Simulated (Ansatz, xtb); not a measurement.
## Two isomers of C5H5GeNO

Structure a: `N#C[C@@H]1C=C[C](=O)[GeH2]1`, a singlet. Structure b: `N#Cc1cc[c]([GeH3])o1`, a singlet. Both are isolated molecules in the gas phase, relaxed with B3LYP/def2-SVP; the shapes shown needn't be the lowest conformers.

a (Å):

```
atom    x (Å)    y (Å)    z (Å)
   C  -1.4455   0.8546   0.6578
   C  -0.6572   0.3160  -0.4405
   C  -0.8974  -1.1704  -0.6755
   C   0.1275  -2.0294  -0.8330
   C   1.5170  -1.5168  -0.7043
  Ge   1.3433   0.4423  -0.2043
   N  -2.0627   1.2749   1.5460
   O   2.5184  -2.1702  -0.8707
   H  -0.9278   0.8746  -1.3550
   H  -1.9360  -1.5149  -0.7289
   H  -0.0202  -3.0937  -1.0402
   H   1.9720   1.4323  -1.1987
   H   1.7150   0.7739   1.2480
```

b (Å):

```yaml
atoms:
  - { symbol: C, position_ang: [-2.1513, 1.0492, -1.6199] }
  - { symbol: C, position_ang: [-1.1731, 0.1025, -1.2173] }
  - { symbol: C, position_ang: [-0.9234, -1.1884, -1.6215] }
  - { symbol: C, position_ang: [0.1930, -1.6269, -0.8519] }
  - { symbol: C, position_ang: [0.5519, -0.5812, -0.0309] }
  - { symbol: Ge, position_ang: [1.9565, -0.3622, 1.3102] }
  - { symbol: N, position_ang: [-2.9599, 1.8097, -1.9635] }
  - { symbol: O, position_ang: [-0.2821, 0.4722, -0.2551] }
  - { symbol: H, position_ang: [-1.4775, -1.7417, -2.3760] }
  - { symbol: H, position_ang: [0.6756, -2.6010, -0.8983] }
  - { symbol: H, position_ang: [2.8858, 0.7931, 0.8985] }
  - { symbol: H, position_ang: [2.7305, -1.6905, 1.3568] }
  - { symbol: H, position_ang: [1.3191, -0.0572, 2.6768] }
```

Question: Estimate which is lower in electronic energy at CCSD(T)/def2-SVP + ΔMP2/def2-TZVPP, and by roughly how much.

Answer: Not settled: CCSD(T)/def2-SVP + ΔMP2/def2-TZVPP gives E(b) − E(a) = +2.4 kcal/mol, but this leans on the basis-set step: CCSD(T) alone gives 0.0 kcal/mol.

How the difference moves with the method:

```
                             level        geometry  E(b) − E(a) (kcal/mol)  departure from the last row (kcal/mol)  job, with rough time for the two
                          GFN2-xTB        GFN2-xTB                     −24.8                                   −27.2              optimisation, 0.18 s
                         HF/STO-3G        GFN2-xTB                     −16.2                                   −18.6               single point, 0.6 s
                r2SCAN-D4/def2-SVP        GFN2-xTB                      −1.9                                    −4.3               single point, 4.9 s
                    B3LYP/def2-SVP  B3LYP/def2-SVP                      −2.9                                    −5.3                optimisation, 86 s
                       HF/def2-SVP  B3LYP/def2-SVP                      +2.7                                    +0.3           part of the CCSD(T) run
                      MP2/def2-SVP  B3LYP/def2-SVP                      −3.4                                    −5.9           part of the CCSD(T) run
                  CCSD(T)/def2-SVP  B3LYP/def2-SVP                       0.0                                    −2.5                      single point
CCSD(T)/def2-SVP + ΔMP2/def2-TZVPP  B3LYP/def2-SVP                      +2.4                                                     single point, 2.5 min
```

As drawn, b has 3 C∷C, 2 C∷O, 1 Ge–H in place of 2 C–C, 1 C=C, 1 C=O, 1 C–Ge, 1 C–H (∷ is an aromatic bond). Structure a has a 5-membered ring, b a 5-membered ring (with an aromatic ring).

GFN2-xTB, HF/STO-3G, r2SCAN-D4/def2-SVP, B3LYP/def2-SVP, MP2/def2-SVP put the two in the other order. CCSD(T)/def2-SVP finds them nearly level. The largest departure from CCSD(T)/def2-SVP + ΔMP2/def2-TZVPP is that of GFN2-xTB, 27.2 kcal/mol. The last row adds to CCSD(T) the change of the MP2 difference between the two basis sets, here +2.5 kcal/mol.

With thermal terms from frequencies at re-optimised GFN2-xTB minima (ideal gas, soft modes damped towards free rotors, one conformer each, 298.15 K, 1 atm): on the last row, ΔE + ΔZPE = +2.2, ΔH = +2.1, ΔG = +1.8 kcal/mol.

The correlated steps freeze 16 core orbitals; the filled d shell of Ge is correlated, in a basis made for valence electrons. Mirror images aren't counted in ΔG. Codes used: Ansatz 0.2.0, xtb 6.7.1; the last row on 4 threads of Arm Neoverse V1 on a shared host.
